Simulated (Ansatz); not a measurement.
Start from `N#Cc1ccccc1` and change one atom or group to get `[CH3][AlH][c]1ccccc1`.

Ansatz, PBE0-D4/def2-TZVP geometries, multiplicity 1. Each molecule was computed in one conformer, which needn't be the lowest.

```csv
property,`N#Cc1ccccc1`
LUMO energy (ωB97M-V/def2-TZVPP) / eV,0.42
HOMO–LUMO gap (B3LYP/def2-TZVPP) / eV,5.84
HOMO–LUMO gap (ωB97M-V/def2-TZVPP) / eV,10.28
HOMO–LUMO gap (PBE0/def2-TZVPP) / eV,6.24
HOMO energy (PBE/def2-TZVPP) / eV,-6.84
size of the dipole moment (ωB97M-V/def2-TZVPP) / D,4.64
```

Give the same properties after the change, and the shifts. (An estimate is asked.)

Ansatz gave: 
```tsv
property	`[CH3][AlH][c]1ccccc1`	shift
LUMO energy (ωB97M-V/def2-TZVPP) / eV	0.34	-0.08
HOMO–LUMO gap (B3LYP/def2-TZVPP) / eV	5.55	-0.29
HOMO–LUMO gap (ωB97M-V/def2-TZVPP) / eV	9.72	-0.56
HOMO–LUMO gap (PBE0/def2-TZVPP) / eV	5.96	-0.28
HOMO energy (PBE/def2-TZVPP) / eV	-6.34	0.50
size of the dipole moment (ωB97M-V/def2-TZVPP) / D	0.75	-3.89
```

With PBE0 the HOMO rises by 0.54 eV and the LUMO rises by 0.25 eV, so the gap narrows by about 0.29 eV. PBE moves the HOMO by 0.50 eV and ωB97M-V by 0.47 eV. Dipoles are sizes alone; their direction can turn.

B3LYP here is the variant with VWN-RPA as its local correlation; programs differ in this.
